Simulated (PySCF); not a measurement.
H7N3OSn. Atoms are numbered in the order given.

```xyz
12

N     -1.2315    -1.5051    -0.5800
Sn     0.0086    -0.0017    -0.0078
N      1.9745    -0.4623     0.1544
N     -0.2900     1.4701    -1.3785
O     -0.4645     0.4447     1.8706
H     -0.8994    -2.4150    -0.2641
H     -1.3208    -1.5544    -1.5939
H      2.5501    -0.0120    -0.5543
H      2.3413    -0.2110     1.0709
H     -1.2773     1.6264    -1.5761
H      0.1040     2.3626    -1.0858
H     -1.3818     0.2127     2.0566
```

The structure is a stationary point at PBE0-D3(BJ)/def2-SVP. The def2 effective core potentials stand for the cores of Sn; spin–orbit coupling is left out. Other conformers were not sampled.

Vertical ionisation energy (IE) and electron affinity (EA) in eV. Rows of orbital energies are one-electron estimates. Where ΔSCF, EOM or ADC give a negative EA the extra electron is unbound and the value depends on the basis.

```tsv
level	IE	EA
−ε(HOMO), −ε(LUMO), M06-2X/def2-TZVP (PySCF)	?	?
−ε(HOMO), −ε(LUMO), PBE/def2-TZVP (PySCF)	5.96	1.59
```

Complete the blanks. (An estimate is asked for; the answer gives what the named calculation found.)


- −ε(HOMO), −ε(LUMO), M06-2X/def2-TZVP (PySCF), IE: 8.92
- −ε(HOMO), −ε(LUMO), M06-2X/def2-TZVP (PySCF), EA: -0.14
